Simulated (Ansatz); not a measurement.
Relaxation of Ag6Sb⁺ with RKS r2SCAN-D4/def2-SVP.

```sh
$ ansatz run in.yaml --threads 4 --pin off --events-out ev --progress --plain --max-ram 4787MiB
```

```yaml
crystal:
  periodic: [false, false, false]
  atoms:
    - {symbol: Sb, position_ang: [-0.594310, -0.529530, 2.077310]}
    - {symbol: Ag, position_ang: [-2.244340, -0.670780, -0.041120]}
    - {symbol: Ag, position_ang: [0.048810, -2.336320, 0.189780]}
    - {symbol: Ag, position_ang: [0.045870, -0.179880, -1.707400]}
    - {symbol: Ag, position_ang: [-0.576100, 1.661050, 0.330330]}
    - {symbol: Ag, position_ang: [1.623190, 2.043900, -1.411270]}
    - {symbol: Ag, position_ang: [1.696870, 0.011560, 0.562360]}
basis:
  gaussian: {orbitals: def2-SVP}
total_charge: 1
hamiltonian: {xc: r2scan, dispersion: d4}
scf: {lower_state_search: "off"}
output: {orbitals: {seedname: orbitals}}
relax: {f_tol: 0.02, max_steps: 100}
```

Run time 15 s (4 threads of Intel Xeon 6975P-C on a shared host).

Positions (Å) and forces (eV/Å) at steps 1, 2, 3 of 3:

```xyz
7
step=1 energy=-30541.7437 eV
Sb   -0.594   -0.530    2.077   -0.006    0.013    0.183
Ag   -2.244   -0.671   -0.041   -0.152    0.072   -0.060
Ag    0.049   -2.336    0.190    0.120   -0.122   -0.026
Ag    0.046   -0.180   -1.707    0.220    0.320    0.074
Ag   -0.576    1.661    0.330    0.147   -0.171   -0.006
Ag    1.623    2.044   -1.411   -0.130   -0.200   -0.123
Ag    1.697    0.012    0.562   -0.199    0.087   -0.043
7
step=2 energy=-30541.7770 eV
Sb   -0.620   -0.559    2.121   -0.006   -0.026   -0.139
Ag   -2.258   -0.647   -0.049    0.030    0.024    0.054
Ag    0.076   -2.341    0.187    0.007    0.040    0.052
Ag    0.078   -0.134   -1.707   -0.021   -0.036   -0.067
Ag   -0.538    1.624    0.349   -0.091    0.034    0.071
Ag    1.613    2.020   -1.473    0.030    0.032   -0.055
Ag    1.650    0.038    0.572    0.051   -0.068    0.084
7
step=3 energy=-30541.7807 eV
Sb   -0.622   -0.563    2.107   -0.011   -0.015   -0.006
Ag   -2.259   -0.640   -0.048    0.004    0.011    0.005
Ag    0.084   -2.340    0.190    0.009    0.007    0.006
Ag    0.076   -0.137   -1.712   -0.001    0.000    0.000
Ag   -0.546    1.629    0.361   -0.013    0.004    0.005
Ag    1.612    2.017   -1.483    0.005    0.004   -0.018
Ag    1.655    0.033    0.585    0.007   -0.011    0.006
```

In the def2 sets Ag, Sb take a core potential; there is no spin–orbit coupling. The restricted singlet is unstable towards broken spin symmetry in Hartree–Fock (as tested in another run); at r2SCAN-D4/def2-SVP this wasn't settled. The structure comes from a short search, and lower isomers may exist.
